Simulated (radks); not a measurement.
Q: The mean radii <r> (bohr) of the occupied orbitals of an atom or ion are listed with their occupations. Calculated with a radial shooting solver on a logarithmic mesh with Libxc functionals: Dirac Kohn-Sham, PBE, spin-unpolarised, spherical densities, point nucleus.

| orbital | occ. | <r> |
|---|---|---|
| 1s1/2 | 2 | 0.03040 |
| 2s1/2 | 2 | 0.1307 |
| 2p1/2 | 2 | 0.1108 |
| 2p3/2 | 4 | 0.1159 |
| 3s1/2 | 2 | 0.3415 |
| 3p1/2 | 2 | 0.3299 |
| 3p3/2 | 4 | 0.3392 |
| 3d3/2 | 2.4 | 0.3042 |
| 3d5/2 | 3.6 | 0.3070 |

Name the element and its charge. Open shells, if any, are shared by 2j + 1.

A: Z = 48, cadmium, charge +24: Cd24+ in [Ar] 3d6. The 1s radius gives Z: for a bare nucleus <r> = (2 gamma + 1)/(2Z) with gamma = sqrt(1 - (Z/c)^2), 0.02993 bohr for Z = 48, and screening makes it slightly larger (0.03040 here). The occupations add up to 24, and the charge is Z minus that.
